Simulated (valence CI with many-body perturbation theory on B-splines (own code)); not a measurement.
**E1 line list for Nd LIV**

Computed by valence CI with perturbative core correlation (CI+MBPT): five valence electrons over a frozen Dirac-Fock core [He], radial functions for each j: 9 s, 9 p, 8 d, 6 f, 3 g, 1 h, with the one-electron correlation potential Σ1, the two-electron term Σ2, the three-electron term Σ3, Breit, model QED; selected CI, second order for the rest (own B-spline code, finite nucleus).

The last digits are not significant, and no measured levels were compared; by estimate large intervals hold to a few tenths of a per cent, small ones and those within an open d or f shell to about a per cent. Among the levels kept, up to 1200 cm⁻¹ of a level comes from second order outside the variational space, and about a tenth of that is noise between levels of different J, which matters for small intervals.

Lines 151 to 200 of 254 in falling wavelength, among levels below 6862.0 eV, chosen from the strongest by gf and those to the six lowest levels. Wavelengths and rates use the calculated energies. Electric multipoles are in the length gauge, E1 and E2 with the static RPA response of the core. Weak lines are less certain than strong ones. Lines between different terms over intervals too small for the method are left out, as are lines whose strength nearly cancels. The highest levels of a list are the least certain.

Levels are named by their leading jj configuration (3d3/2^4 stands for four electrons in 3d with j = 3/2), which in mixed levels can hold well under half, so a name can repeat and another be missing. Letters in brackets count levels of one name in rising energy.

```
λ vac (Å)                               Upper                       Lower   A (s⁻¹)  S (a.u.)
    2.166     (2s^2 2p1/2 2p3/2 3s) J=3/2 [a]  (2s^2 2p1/2 2p3/2^2) J=3/2  3.39e+13  6.79e-04
    2.165     (2s^2 2p1/2 2p3/2 3s) J=3/2 [b]  (2s^2 2p1/2 2p3/2^2) J=5/2  5.85e+13  1.17e-03
    2.163         (2s^2 2p1/2 2p3/2 3s) J=1/2  (2s^2 2p1/2 2p3/2^2) J=3/2  6.93e+13  6.92e-04
    2.160  (2s^2 2p1/2 2p3/2 3p3/2) J=3/2 [b]  (2s 2p1/2^2 2p3/2^2) J=5/2  5.16e+12  1.03e-04
    2.159         (2s^2 2p1/2 2p3/2 3s) J=5/2  (2s^2 2p1/2 2p3/2^2) J=3/2  2.74e+12  8.16e-05
    2.157     (2s^2 2p1/2 2p3/2 3s) J=3/2 [b]  (2s^2 2p1/2 2p3/2^2) J=3/2  1.15e+13  2.28e-04
    2.157  (2s^2 2p1/2 2p3/2 3p3/2) J=5/2 [b]  (2s 2p1/2^2 2p3/2^2) J=5/2  1.62e+11  4.83e-06
    2.147     (2s 2p1/2^2 2p3/2 3s) J=3/2 [b]  (2s 2p1/2^2 2p3/2^2) J=5/2  9.89e+12  1.93e-04
    2.089      (2s 2p1/2^2 2p3/2 3d3/2) J=3/2  (2s 2p1/2^2 2p3/2^2) J=1/2  2.85e+13  5.14e-04
    2.089      (2s 2p1/2^2 2p3/2 3d3/2) J=1/2  (2s 2p1/2^2 2p3/2^2) J=1/2  1.31e+13  1.18e-04
    2.072      (2s 2p1/2^2 2p3/2 3d5/2) J=3/2  (2s 2p1/2^2 2p3/2^2) J=3/2  2.09e+13  3.67e-04
    2.072  (2s^2 2p1/2 2p3/2 3d3/2) J=3/2 [a]  (2s^2 2p1/2 2p3/2^2) J=1/2  2.19e+13  3.84e-04
    2.071      (2s 2p1/2^2 2p3/2 3d5/2) J=3/2  (2s 2p1/2^2 2p3/2^2) J=1/2  3.76e+13  6.59e-04
    2.071      (2s 2p1/2^2 2p3/2 3d5/2) J=5/2  (2s 2p1/2^2 2p3/2^2) J=3/2  5.32e+13  1.40e-03
    2.070  (2s^2 2p1/2 2p3/2 3d3/2) J=1/2 [a]  (2s^2 2p1/2 2p3/2^2) J=1/2  2.80e+13  2.45e-04
    2.065  (2s 2p1/2^2 2p3/2 3p1/2) J=3/2 [a]  (2s^2 2p1/2 2p3/2^2) J=5/2  7.67e+10  1.33e-06
    2.064      (2s 2p1/2^2 2p3/2 3p1/2) J=5/2  (2s^2 2p1/2 2p3/2^2) J=5/2  3.39e+11  8.83e-06
    2.063  (2s 2p1/2^2 2p3/2 3d3/2) J=5/2 [a]  (2s 2p1/2^2 2p3/2^2) J=5/2  5.27e+13  1.37e-03
    2.062      (2s 2p1/2^2 2p3/2 3d3/2) J=3/2  (2s 2p1/2^2 2p3/2^2) J=5/2  9.29e+13  1.61e-03
    2.061  (2s^2 2p1/2 2p3/2 3d3/2) J=3/2 [b]  (2s^2 2p1/2 2p3/2^2) J=1/2  1.67e+13  2.89e-04
    2.059  (2s^2 2p1/2 2p3/2 3d3/2) J=1/2 [b]  (2s^2 2p1/2 2p3/2^2) J=1/2  1.30e+13  1.12e-04
    2.059  (2s^2 2p1/2 2p3/2 3d3/2) J=3/2 [a]  (2s^2 2p1/2 2p3/2^2) J=5/2  2.24e+13  3.85e-04
    2.058  (2s^2 2p1/2 2p3/2 3d3/2) J=5/2 [a]  (2s^2 2p1/2 2p3/2^2) J=5/2  3.32e+13  8.57e-04
    2.057  (2s 2p1/2^2 2p3/2 3p1/2) J=3/2 [a]  (2s^2 2p1/2 2p3/2^2) J=3/2  3.33e+12  5.72e-05
    2.055          (2s^2 2p1/2^2 3d3/2) J=3/2  (2s^2 2p1/2^2 2p3/2) J=3/2  1.07e+14  1.83e-03
    2.053      (2s^2 2p1/2 2p3/2 3d3/2) J=7/2  (2s^2 2p1/2 2p3/2^2) J=5/2  2.35e+12  8.03e-05
    2.053  (2s^2 2p1/2 2p3/2 3d5/2) J=3/2 [a]  (2s^2 2p1/2 2p3/2^2) J=1/2  2.17e+13  3.70e-04
    2.052      (2s 2p1/2^2 2p3/2 3p1/2) J=1/2  (2s^2 2p1/2 2p3/2^2) J=1/2  3.95e+12  3.37e-05
    2.052  (2s 2p1/2^2 2p3/2 3p1/2) J=3/2 [b]  (2s^2 2p1/2 2p3/2^2) J=1/2  3.25e+13  5.54e-04
    2.051  (2s^2 2p1/2 2p3/2 3d3/2) J=3/2 [a]  (2s^2 2p1/2 2p3/2^2) J=3/2  4.23e+13  7.21e-04
    2.050  (2s^2 2p1/2 2p3/2 3d3/2) J=1/2 [a]  (2s^2 2p1/2 2p3/2^2) J=3/2  5.83e+13  4.96e-04
    2.049  (2s^2 2p1/2 2p3/2 3d3/2) J=5/2 [b]  (2s^2 2p1/2 2p3/2^2) J=5/2  5.61e+12  1.43e-04
    2.048  (2s^2 2p1/2 2p3/2 3d3/2) J=3/2 [b]  (2s^2 2p1/2 2p3/2^2) J=5/2  6.91e+13  1.17e-03
    2.045  (2s^2 2p1/2 2p3/2 3d5/2) J=7/2 [a]  (2s^2 2p1/2 2p3/2^2) J=5/2  1.81e+13  6.10e-04
    2.044      (2s 2p1/2^2 2p3/2 3d5/2) J=3/2  (2s 2p1/2^2 2p3/2^2) J=5/2  7.49e+13  1.26e-03
    2.044  (2s^2 2p1/2 2p3/2 3d5/2) J=3/2 [b]  (2s^2 2p1/2 2p3/2^2) J=1/2  5.56e+14  9.37e-03
    2.043      (2s 2p1/2^2 2p3/2 3d5/2) J=5/2  (2s 2p1/2^2 2p3/2^2) J=5/2  3.98e+14  1.01e-02
    2.042      (2s^2 2p1/2 2p3/2 3d5/2) J=1/2  (2s^2 2p1/2 2p3/2^2) J=1/2  6.46e+14  5.43e-03
    2.041  (2s^2 2p1/2 2p3/2 3d3/2) J=5/2 [b]  (2s^2 2p1/2 2p3/2^2) J=3/2  2.31e+12  5.81e-05
    2.041  (2s^2 2p1/2 2p3/2 3d3/2) J=3/2 [b]  (2s^2 2p1/2 2p3/2^2) J=3/2  2.42e+12  4.07e-05
    2.041      (2s 2p1/2^2 2p3/2 3d5/2) J=7/2  (2s 2p1/2^2 2p3/2^2) J=5/2  8.17e+14  2.74e-02
    2.041  (2s^2 2p1/2 2p3/2 3d5/2) J=3/2 [a]  (2s^2 2p1/2 2p3/2^2) J=5/2  1.13e+13  1.89e-04
    2.040  (2s^2 2p1/2 2p3/2 3d3/2) J=1/2 [b]  (2s^2 2p1/2 2p3/2^2) J=3/2  3.84e+13  3.22e-04
    2.039  (2s^2 2p1/2 2p3/2 3d5/2) J=5/2 [a]  (2s^2 2p1/2 2p3/2^2) J=5/2  1.69e+14  4.24e-03
    2.039  (2s 2p1/2^2 2p3/2 3p1/2) J=3/2 [b]  (2s^2 2p1/2 2p3/2^2) J=5/2  3.00e+13  5.03e-04
    2.038  (2s 2p1/2^2 2p3/2 3d3/2) J=5/2 [b]  (2s 2p1/2^2 2p3/2^2) J=5/2  4.16e+13  1.04e-03
    2.037          (2s^2 2p1/2^2 3d5/2) J=5/2  (2s^2 2p1/2^2 2p3/2) J=3/2  5.76e+14  1.44e-02
    2.035  (2s^2 2p1/2 2p3/2 3d5/2) J=5/2 [b]  (2s^2 2p1/2 2p3/2^2) J=5/2  3.27e+14  8.16e-03
    2.033  (2s^2 2p1/2 2p3/2 3d5/2) J=3/2 [a]  (2s^2 2p1/2 2p3/2^2) J=3/2  2.40e+14  3.98e-03
    2.032  (2s^2 2p1/2 2p3/2 3d5/2) J=7/2 [b]  (2s^2 2p1/2 2p3/2^2) J=5/2  9.51e+14  3.15e-02
```
